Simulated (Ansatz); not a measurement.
Total energies of Sn₁₃H₂₀, a cluster cut from cubic tin from Ansatz at PBE-D4/def2-TZVP, gas phase (1 Eh = 27.2114 eV = 2625.5 kJ/mol). The reference geometry is relaxed at PBE-D4/def2-SVP.

```tsv
atom	x (Å)	y (Å)	z (Å)
Sn1	2.316	-0.446	3.450
Sn2	-0.159	2.618	-3.716
Sn3	-0.213	2.665	1.270
Sn4	2.331	-0.361	-1.155
Sn5	0.277	-3.835	1.130
Sn6	-2.227	-0.704	-1.203
Sn7	-2.295	-0.791	3.401
Sn8	2.269	1.218	-3.491
Sn9	2.201	1.218	1.177
Sn10	0.131	-2.225	3.436
Sn11	-2.353	0.868	-3.540
Sn12	-2.381	0.875	1.128
Sn13	0.176	-2.182	-1.153
H14	2.291	0.518	4.896
H15	3.803	-1.345	3.458
H16	-0.209	3.486	-5.220
H17	-0.262	3.791	-2.442
H18	-0.294	3.543	2.768
H19	-0.286	3.827	-0.018
H20	3.827	-1.257	-1.118
H21	1.750	-4.758	1.127
H22	-1.040	-4.969	1.098
H23	-3.572	-1.814	-1.193
H24	-2.444	0.163	4.846
H25	-3.631	-1.902	3.379
H26	3.610	2.323	-3.503
H27	2.447	0.184	-4.876
H28	3.546	2.327	1.195
H29	0.191	-3.232	4.858
H30	-3.845	1.759	-3.584
H31	-2.343	-0.179	-4.926
H32	-3.877	1.771	1.117
H33	0.264	-3.155	-2.597
```

| state | geometry | energy (Eh) |
| --- | --- | --- |
| charge 0 singlet | reference | -2798.17177 |
| charge 1 doublet | reference | -2797.89618 |
| charge -1 doublet | reference | -2798.22340 |
| free Sn atom (triplet) | – | -214.24935 |
| free H atom (doublet) | – | -0.49962 |

In the def2 sets Sn takes a core potential; there is no spin–orbit coupling. Single mean-field runs in def2-TZVP are fitted with def2-universal-jkfit.

(1) Work out the vertical ionisation energy to the doublet.

(2) Work out the vertical electron affinity, to the doublet.

(3) Give the fundamental gap IE − EA, the Mulliken electronegativity (IE + EA)/2 and the hardness (IE − EA)/2.

(4) What is the binding energy per atom against free atoms?

(1) E(charge 1 doublet) − E(charge 0 singlet) = -2797.89618 − (-2798.17177) = 0.27559 Eh = 7.50 eV. For comparison, −ε of the highest occupied level is 6.00 eV at this level, 1.50 eV less.

(2) E(charge 0 singlet) − E(charge -1 doublet) = -2798.17177 − (-2798.22340) = 0.05163 Eh = 1.40 eV. The basis lacks diffuse functions, which makes affinities too small.

(3) From the values in Eh: IE − EA = 0.27559 − 0.05163 = 0.22396 Eh = 6.09 eV; (IE + EA)/2 = 4.45 eV; (IE − EA)/2 = 3.05 eV. The HOMO–LUMO gap of the same run is 3.31 eV, 2.78 eV smaller than the fundamental gap.

(4) Atoms: 13 × (-214.24935) + 20 × (-0.49962) = -2795.23395 Eh. Binding: -2795.23395 − (-2798.17177) = 2.93782 Eh = 79.94 eV, or 2.42 eV for each of 33 atoms (no zero-point energy, no counterpoise term).

At PBE-D4/def2-TZVP the gap within one spin of the charge 1 doublet nearly closes, so an electron or hole may be smeared out by delocalisation error. At PBE-D4/def2-TZVP the gap within one spin of the charge -1 doublet nearly closes, so an electron or hole may be smeared out by delocalisation error.
